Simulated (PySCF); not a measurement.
Species: SbH2I.
SMILES: `[H][Sb]([H])[I]`

A linear-response calculation (PySCF, def2-SVPD basis, gas phase, vertical, core orbitals frozen in the response) gave these numbers; the functional is withheld.

Orbital energies (eV): HOMO-3 -9.40, HOMO-2 -8.18, HOMO-1 -7.24, HOMO -6.95, LUMO -2.44, LUMO+1 -0.82, LUMO+2 -0.52.

```tsv
state	E (eV)	f	main configurations (H = HOMO, L = LUMO)
S1	3.60	0.016	H→L (98%)
S2	3.83	0.0037	H-1→L (100%)
S3	5.09	0.099	H-2→L (85%), H-3→L (10%)
S4	5.34	0.010	H→L+1 (97%)
S5	5.53	0.0026	H→L+2 (65%), H-1→L+1 (34%)
S6	5.64	0.0080	H-1→L+1 (58%), H→L+2 (32%)
```

Triplets, Tamm–Dancoff:

| state | E (eV) | λ (nm) | main configurations (H = HOMO, L = LUMO) |
| --- | --- | --- | --- |
| T1 | 3.08 | 402.7 | H→L (98%) |
| T2 | 3.44 | 360.3 | H-1→L (99%) |
| T3 | 4.13 | 300.1 | H-2→L (97%) |
| T4 | 4.75 | 260.8 | H→L+1 (86%), H-2→L+1 (10%) |

Vertical ionisation energy by ΔSCF with the same functional: 9.20 eV. Mean static polarisability: 82.8 au.

Task: Which of these was used?
A. CAM-B3LYP
B. PBE
C. B3LYP
D. HF

Result: C. B3LYP is a global hybrid with 20% exact exchange. In this run −ε(HOMO) = 6.95 eV differs from the ΔSCF value by -2.25 eV, and S1 differs from the orbital gap of 4.51 eV by -0.91 eV. The ratio −ε(HOMO)/IP is 0.76. Usual ranges for neutral molecules in this basis: 0.67 to 0.83 with B3LYP, 0.5 to 0.7 with PBE, 0.85 to 0.93 with CAM-B3LYP; Hartree–Fock can't fall below 1, since the ion's relaxation only lowers the ΔSCF value.

Level of theory: TDDFT B3LYP/def2-SVPD, vertical, gas phase, core orbitals frozen in the response, def2 core potentials past Kr (PySCF 2.14.0, density-fitted response routines). Geometry: PBE0-D3(BJ)/def2-SVP; no solvent, vibrations or thermal averaging. Spin–orbit coupling is left out.
